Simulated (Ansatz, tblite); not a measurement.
Cost and result up the ladder for (H2B-mu-SH)2 (B₂H₆S₂) (10 atoms). Charge 0, multiplicity 1. Geometry: PBE-D4/def2-SVP.

Cartesian coordinates in Å:
```
B 0.072 0.604 -1.157
H -0.253 1.777 -1.155
H 0.426 0.114 -2.213
S -1.413 -0.371 -0.287
B -0.255 -0.036 1.282
H -0.142 -0.996 2.019
H -0.644 1.010 1.766
S 1.402 0.408 0.295
H -1.014 -1.647 -0.568
H 1.822 -0.863 0.018
```

Ansatz on 4 threads of Arm Neoverse V2 on a shared host; xTB runs through tblite on one thread. Times are rough, summed over both states, and most runs start from the orbitals of an earlier one. PBE0-D4/def2-TZVP serves as the yardstick here, not as an exact answer. The other state is a triplet.

The xTB rows come from tblite.

xTB has no spin-polarisation term.

```csv
level,functions,wall time,vertical triplet (eV),difference from PBE0-D4/def2-TZVP (eV)
GFN2-xTB,32,0.007 s,6.04,-0.11
GFN1-xTB,38,0.008 s,6.26,0.11
PBE0-D4/def2-TZVP (with forces),172,14 s,6.15,0.00
r2SCAN-D4/def2-TZVP,172,16 s,5.86,-0.29
```
